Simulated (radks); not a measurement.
Results of a calculation; reference values are marked as such.
Problem. These are the eigenvalues of the occupied orbitals of an atom or ion with whole-number occupations (hartree). Code: a radial shooting solver on a logarithmic mesh with Libxc functionals. Model: Dirac Kohn-Sham, PBE, spin-unpolarised, spherical densities, finite nucleus; Fermi nuclear charge, rms radius of each element as measured or else 0.836 A^(1/3) + 0.57 fm.

orbital  eigenvalue
1s1/2     -49.94125
2s1/2      -5.90634
2p1/2      -4.74223
2p3/2      -4.72904

Which element is it, and in what charge state? The configuration may be excited. Open shells, if any, fill j = l - 1/2 first.

Solution. Z = 12, magnesium, charge +4: Mg4+ in [He] 2s2 2p4. The list shows which subshells hold electrons but not how many an open one holds; the 1s level, -49.941 hartree, gives Z - s = 10.0 by -(Z - s)^2/2, which with screening and relativity narrows Z to a few neighbours, and the depths of the outer levels then fix element, charge and occupations together.
